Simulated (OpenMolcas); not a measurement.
## Multiconfigurational calculation on C3+

Input:

```
&GATEWAY
Coord
1

C 0.0 0.0 0.0
Basis=ANO-R3
Group=XYZ
NoMove
AngMom=0.0 0.0 0.0
AMFI
&SEWARD
* reference wave functions (RASSCF and RASSI steps not shown): 1 electron in 9 orbitals (RAS2 2s 2p; RAS3 3d, at most 1 electron)
>>> COPY JOB001 $Project.JobIph
&CASPT2
Multistate=1 1
Frozen=0 0
IPEA=0.75
Sig2=0.3
MaxIter=60
WThr=0.0 0.3 0.05
PrWF=0.5
NoMix
>>> COPY JOB002 $Project.JobIph
&CASPT2
Multistate=3 1 2 3
NoMult
Frozen=0 0
IPEA=0.75
Sig2=0.3
MaxIter=60
WThr=0.0 0.3 0.05
PrWF=0.5
NoMix
```

Launched by
```bash
OMP_NUM_THREADS=1 MOLCAS_MEM=2252 MOLCAS_PROJECT=a pymolcas a.inp > a.log  # once for each step of the input, in one work folder
```

Output, cut to the results:

```
--- CASPT2 ---
Orbital specifications:
      -----------------------

      Symmetry species                           1   2
                                                ag  au
      Frozen orbitals                            0   0
      Inactive orbitals                          1   0
      Active orbitals                            6   3
      Secondary orbitals                         7  16
      Deleted orbitals                           0   0
      Number of basis functions                 14  19
Type of calculation                        SS-CASPT2
      Fock operator                              state-specific
      IPEA shift                                 0.75
      Real shift                                 0.00
      Imaginary shift                            0.00
      Sigma^2 regularizer                        0.30
      The input orbitals will be transformed to quasi-canonical
Reference energy:         -34.7396203118
      E2 (Non-variational):      -0.0077631598
      Shift correction:           0.0000000003
      E2 (Variational):          -0.0077631595
      Total energy:             -34.7473834713
      Residual norm:              0.0000000435
      Reference weight:           0.99967
      Contributions to the CASPT2 correlation energy
      Active & Virtual Only:          0.0000000000
      One Inactive Excited:          -0.0021230406
      Two Inactive Excited:          -0.0056401192
::    CASPT2 Root  1     Total energy:    -34.74738347
--- CASPT2 ---
Orbital specifications:
      -----------------------

      Symmetry species                           1   2
                                                ag  au
      Frozen orbitals                            0   0
      Inactive orbitals                          1   0
      Active orbitals                            6   3
      Secondary orbitals                         7  16
      Deleted orbitals                           0   0
      Number of basis functions                 14  19
Type of calculation                        SS-CASPT2
      Fock operator                              state-specific
      IPEA shift                                 0.75
      Real shift                                 0.00
      Imaginary shift                            0.00
      Sigma^2 regularizer                        0.30
      The input orbitals will be transformed to quasi-canonical
Reference energy:         -34.4427391901
      E2 (Non-variational):      -0.0092068517
      Shift correction:          -0.0000000002
      E2 (Variational):          -0.0092068519
      Total energy:             -34.4519460420
      Residual norm:              0.0000000475
      Reference weight:           0.99960
      Contributions to the CASPT2 correlation energy
      Active & Virtual Only:          0.0000000000
      One Inactive Excited:          -0.0030999900
      Two Inactive Excited:          -0.0061068618
Reference energy:         -34.4427391901
      E2 (Non-variational):      -0.0092068517
      Shift correction:          -0.0000000002
      E2 (Variational):          -0.0092068519
      Total energy:             -34.4519460420
      Residual norm:              0.0000000475
      Reference weight:           0.99960
      Contributions to the CASPT2 correlation energy
      Active & Virtual Only:          0.0000000000
      One Inactive Excited:          -0.0030999900
      Two Inactive Excited:          -0.0061068618
::    CASPT2 Root  1     Total energy:    -34.45194604
::    CASPT2 Root  2     Total energy:    -34.45194604
::    CASPT2 Root  3     Total energy:    -34.45194604
```

Levels above the lowest, from the spin-orbit matrix with the single-state CASPT2 energies, averaged by term, on its diagonal:

```
Configuration  Term    J  E (cm-1)  Measured (cm-1)  Term weight %
           2s    2S  1/2       0.0              0.0            100
           2p   2P*  1/2     64776            64484            100
           2p   2P*  3/2     64874            64592            100
```

Against the 2 measured excited levels shown (Moore, Selected Tables of Atomic Spectra, NSRDS-NBS 3, section 3) the mean absolute deviation is 290 cm-1; the largest miss in energy is 2p 2P* 1/2: computed 64776, measured 64484 cm-1 (+0.5 %).

With one active electron outside closed inactive shells, the extra shells (3d) add no correlation to the reference. With one active electron, CASPT2 adds the correlation within the correlated inactive shells and between them and that electron, and leaves the splitting within a term as the reference gives it. Computed and measured levels are paired by configuration, term and J; levels that our copy of the source lacks, or whose pairing is in doubt (as where it misses far off the trend of its configuration), stay unpaired and out of the deviations. Only configurations of the active space appear. The first state left out of the spin-orbit step lies near 360000 cm-1 above the lowest spin-free state of the reference (among the parities and spins computed), and the list stops at four fifths of that energy or lower.

The CASPT2 steps took 0.83 s on 1 thread of AMD EPYC 9R45 (Zen 5), with other jobs on the host; the integral step is not counted.

The term weight is that of the spin-free term in the level, not the purity of its configuration. * marks odd parity.
